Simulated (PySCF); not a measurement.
# Si (silicon, neutral): UHF calculation

Configuration: [Ne] 3s1 3p2 4s1, high-spin 5P determinant (an excited configuration). All numbers are calculated (PySCF 2.14, the non-relativistic Hamiltonian (point nucleus), in dyall-acv3z).

| Quantity | Value |
| --- | --- |
| Total energy | -288.547635 hartree |
| One-electron energy | -397.6126 hartree |
| Hartree (Coulomb) energy | 129.3194 hartree |
| Exchange energy | -20.2544 hartree |
| Kinetic energy | 288.57120 hartree |
| ⟨S²⟩ | 6.0001 |
| ⟨L²⟩ | 2.047 |
| Sum of ⟨r⟩ | 17.72 bohr |
| Sum of ⟨r²⟩ | 64.60 bohr² |
| Traceless quadrupole moment −½Σ⟨3z² − r²⟩ along its main axis | 0.974 e·bohr² |
| Density at the nucleus (Gaussians lack the cusp) | 1760 bohr⁻³ |
| Spin density at the nucleus | 5.49 bohr⁻³ |
| Langevin diamagnetic susceptibility | -51.2 ×10⁻⁶ cm³/mol |

| shell | electrons | mean orbital energy (hartree) | spread (hartree) | rms radius, mean of both spins (bohr) |
| --- | --- | --- | --- | --- |
| 1s α | 1 | -69.04145 | 0 | 0.129 |
| 1s β | 1 | -69.01108 | 0 | 0.129 |
| 2s α | 1 | -6.38569 | 0 | 0.615 |
| 2s β | 1 | -6.33782 | 0 | 0.615 |
| 2p α | 3 | -4.48915 | 0.01435 | 0.599 |
| 2p β | 3 | -4.44794 | 0.01848 | 0.599 |
| 3s α | 1 | -0.83044 | 0 | 2.20 |
| 3p α | 2 | -0.47615 | 0 | 2.62 |
| 4s α | 1 | -0.11258 | 0 | 6.57 |

The outer electron is Rydberg-like, and this basis confines it to a smaller radius and binds it less than a complete one would.

Spin-orbit constants ζ (cm⁻¹) from the X2C one-electron operator on these orbitals (non-relativistic here): bare nucleus, nucleus screened by l(l+1)(2l+1)/3 electrons, and screened by the Breit-Pauli mean field of the electrons.

```tsv
shell	bare	screened nucleus	mean field
2p	3863	3311	3061
3p	223.2	191.4	174.0
```

To first order the Landé constant is A = 43.50 cm⁻¹, so the lowest level has J = 1 and lies 0.0162 eV below the centre of the term. This holds in LS coupling only.
